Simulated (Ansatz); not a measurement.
Harmonic frequencies (cm⁻¹) at PBE0-D4/def2-TZVP from Ansatz: 67, 115, 132, 202, 350, 514, 539, 690, 727, 804, 912, 973, 990, 1349, 1466, 1473, 2232, 2263, 3065, 3159, 3166.

Each molecule was computed in one conformer, which needn't be the lowest.

Q: Which molecule is it?
A. `CC(N)=O`
B. `CS[SiH2]I`
C. `BO[SiH2]F`
D. `CC(N)=S`

A: B.
